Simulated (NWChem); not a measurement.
# methylammonium (CH₆N cation); SMILES [NH3+]C

Computed with NWChem. The level has its own optimisation; frequencies are unscaled.

Problem. What does the run give for PBE/def2-SVP? Quantities: r C–N (Å); r C–H (Å); r H–N (Å); highest harmonic frequency (cm⁻¹); lowest (cm⁻¹); zero-point energy (kcal/mol).

Solution. 
```json
{
 "r C–N (Å)": "1.505",
 "r C–H (Å)": "1.105",
 "r H–N (Å)": "1.039",
 "highest harmonic frequency (cm⁻¹)": "3391",
 "lowest (cm⁻¹)": "304",
 "zero-point energy (kcal/mol)": "48.2"
}
```
